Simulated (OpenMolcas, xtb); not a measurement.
**A ladder of methods for AlCNClOF (SMILES O=C=[N][Al]([F])[Cl])**

AlCNClOF: 6 atoms, total charge 0, spin state singlet. As SMILES, `O=C=[N][Al]([F])[Cl]`. Geometry: relaxed at PBE0-D4/def2-TZVP. This is one conformer, not always the lowest.

```xyz
6

O    -1.7260   -0.3013    2.3539
C    -1.0345   -0.2447    1.4216
N    -0.3214   -0.1963    0.4618
Al    0.6948    0.0331   -0.9334
F     1.3792   -1.2682   -1.6424
Cl    1.0500    1.9134   -1.7078
```

Quantity: the dipole moment, in D. The values are calculated.

```json
{"level": "GFN0-xTB", "kind": "semi-empirical", "program": "xtb", "value (D)": "1.61", "CPU time": "under 2 s"}
{"level": "HF/cc-pVDZ", "kind": "Hartree–Fock", "program": "OpenMolcas", "value (D)": "0.59", "CPU time": "14 s"}
{"level": "SVWN5/cc-pVDZ", "kind": "LDA", "program": "OpenMolcas", "value (D)": "0.46", "CPU time": "32 s"}
{"level": "BLYP/cc-pVDZ", "kind": "GGA", "program": "OpenMolcas", "value (D)": "0.43", "CPU time": "41 s"}
{"level": "PBE/cc-pVDZ", "kind": "GGA", "program": "OpenMolcas", "value (D)": "0.42", "CPU time": "44 s"}
{"level": "r2SCAN/cc-pVDZ", "kind": "meta-GGA", "program": "OpenMolcas", "value (D)": "0.42", "CPU time": "51 s"}
{"level": "PBE0/cc-pVDZ", "kind": "global hybrid", "program": "OpenMolcas", "value (D)": "0.48", "CPU time": "43 s"}
```

The values span 0.42 to 1.61 D. Magnitudes only. Times are those of the runs behind each value, whatever else they computed, on shared processors of several kinds: orders of magnitude only.
